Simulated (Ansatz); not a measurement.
Ansatz (a first-principles code) input (CCSD(T)/aug-cc-pVTZ):

Ansatz 0.2 input:
```yaml
crystal:
  periodic: [false, false, false]
  atoms:
    - {symbol: C, position_ang: [1.78439175, -0.45800610, -1.54139408]}
    - {symbol: Ga, position_ang: [0.00377638, -0.07365425, -0.79401887]}
    - {symbol: C, position_ang: [-1.76937462, 0.16511298, -1.61609727]}
    - {symbol: Br, position_ang: [-0.00731434, 0.14265848, 1.53790882]}
    - {symbol: H, position_ang: [1.75905821, -0.55325490, -2.62648625]}
    - {symbol: H, position_ang: [2.47157281, 0.34328056, -1.26596535]}
    - {symbol: H, position_ang: [2.16547183, -1.38344342, -1.10724795]}
    - {symbol: H, position_ang: [-1.73372571, 0.05917149, -2.69990753]}
    - {symbol: H, position_ang: [-2.45982331, -0.57244197, -1.20447558]}
    - {symbol: H, position_ang: [-2.15372233, 1.15428201, -1.36319298]}
basis:
  gaussian:
    orbitals: aug-cc-pVTZ
magnetization: {spin_polarized: false}
correlation: {method: ccsd_t, electrons: outside_noble_gas}
```

End of the output:

```
integrals: 4.27 GiB planned
2030 factors; integrals over basis functions are off by at most 1.2e-3 eV
3.21 GiB of device memory are held for the factors and their scratch space
mean field: 2.82 GiB planned
mean field evaluation 1: about -124490.6962 eV, gradient 3.8e1 eV
mean field evaluation 2: about -124490.7646 eV, gradient 3.8e1 eV
mean field evaluation 4: about -124494.3576 eV, gradient 3.0e0 eV
mean field evaluation 8: about -124494.3960 eV, gradient 1.9e-1 eV
mean field evaluation 16: about -124494.3962 eV, gradient 2.5e-6 eV
mean field -124494.39619757 eV, -4575.0846749282 hartree, gradient 2.5e-6 eV, S^2 0.000000; 0 other end points of the search recorded, 0 dependent functions left out
30 core orbitals not correlated
reference -124494.39619757 eV, -4575.0846749282 hartree; 12, 12 occupied and 306, 306 virtual orbitals, 2030 factors
second order -16.42761466 eV of doubles, -0.00000000 eV of singles
coupled cluster: 20.09 GiB planned
cycle   1  -17.25728654 eV  change   -8.3e-1 eV  update   7.8e-2
cycle   2  -17.63034736 eV  change   -3.7e-1 eV  update   2.2e-2
cycle   3  -17.68905380 eV  change   -5.9e-2 eV  update   9.5e-3
cycle   4  -17.68525346 eV  change    3.8e-3 eV  update   2.4e-3
cycle   5  -17.68470707 eV  change    5.5e-4 eV  update   9.5e-4
cycle   6  -17.68461759 eV  change    8.9e-5 eV  update   2.9e-4
cycle   7  -17.68455920 eV  change    5.8e-5 eV  update   1.1e-4
cycle   8  -17.68457446 eV  change   -1.5e-5 eV  update   4.0e-5
cycle   9  -17.68457946 eV  change   -5.0e-6 eV  update   1.3e-5
perturbative correction -0.71199503 eV, -0.0261653346 hartree
Total energy: -124512.79277206 eV, -4575.7607365709 hartree
```
